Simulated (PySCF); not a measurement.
Computed beside measured shifts

System: C9H12O3S (measured compound), SMILES CCOS(=O)(=O)c1ccc(C)cc1.

Atom-mapped SMILES (hydrogens are numbered by the atom that bears them): [CH3:1][CH2:2][O:3][S:4](=[O:5])(=[O:6])[c:7]1[cH:8][cH:9][c:10]([CH3:11])[cH:12][cH:13]1

Level of theory: GIAO PBE0/pcSseg-1, IEF-PCM chloroform, PySCF SCF with an in-house response code, fitting set def2-universal-JFIT up to Ne and JKFIT beyond, grid level 2, non-relativistic, geometry: PBE0-D3(BJ)/def2-SVP.

One optimised conformer. Values are averaged over the atoms that symmetry or fast rotation interchanges, on this one geometry and without vibrational averaging. Shifts are the reference shielding less the shielding here, at the same level (13C, 1H against isolated TMS; 17O against isolated H2O; 33S against isolated CS2); nuclei without a reference have shieldings only.

Question: What shifts does this level give for C2, C1, H on 2, H on 1, and how do they compare with measurement?

Answer: 
```
  atom  nucleus  computed / ppm  measured / ppm  computed less measured  measured against                       medium of the measurement
    C2      13C            64.5            66.9                    -2.4               TMS  not stated per compound (mostly CDCl3 or CCl4)
    C1      13C            16.0            14.7                     1.3               TMS  not stated per compound (mostly CDCl3 or CCl4)
H on 2       1H            3.60            4.07                   -0.47               TMS  not stated per compound (mostly CDCl3 or CCl4)
H on 1       1H            1.27             1.3                   -0.03               TMS  not stated per compound (mostly CDCl3 or CCl4)
```

Measured values: Pretsch, Buehlmann, Badertscher, Structure Determination of Organic Compounds, 4th ed..
